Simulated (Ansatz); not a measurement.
Reaction (stannylene formation by 1,1-elimination): `[NH2][SnH2][OH]` → H₂ + `[NH2][Sn][OH]`

Program: Ansatz. Geometries: PBE0-D4/def2-TZVP. ΔE: electronic, gas phase. CCSD(T)/CBS is the MP2 limit (def2-TZVPP, def2-QZVPP) plus CCSD(T) − MP2 in def2-TZVPP, frozen cores. This one scheme is used for every species. DFT in def2-TZVPP. def2 core potentials past Kr. For Sn outer-core shells are correlated without core-valence functions, which leaves a few kJ/mol of doubt a bond. Each species was taken in one conformer, which may not be the lowest.

Problem. Is it downhill or uphill in electronic energy at CCSD(T)/CBS, and by how much? (An estimate is asked.)

Solution. Computed: Downhill: ΔE = -28.6 kJ/mol.

Problem. What do these levels give: revPBE-D4, B97M-V, r2SCANh-D4, r2SCAN0-D4, BHLYP-D4, CAM-B3LYP-D4, ωB97M-V, PBE-QIDH, PBE0, CAM-B3LYP, SCS-MP2/def2-TZVPP, CCSD/def2-TZVPP? (An estimate is asked.)

Solution. Ansatz gave: revPBE-D4 -53.3, B97M-V -11.4, r2SCANh-D4 -27.5, r2SCAN0-D4 -20.1, BHLYP-D4 -27.2, CAM-B3LYP-D4 -31.2, ωB97M-V -27.5, PBE-QIDH -14.5, PBE0 -25.5, CAM-B3LYP -32.9, SCS-MP2/def2-TZVPP -33.3, CCSD/def2-TZVPP -18.9 kJ/mol.

Largest T1 diagnostic among the species: 0.017.

From PBE to PBE0 (25 % exact exchange), in def2-TZVPP and without D4, ΔE moves by +20.8 kJ/mol. In def2-TZVPP, CCSD(T) changes the Hartree–Fock value by −8.8 kJ/mol (the triples alone add −2.2 kJ/mol) and MP2 by −21.4 kJ/mol.
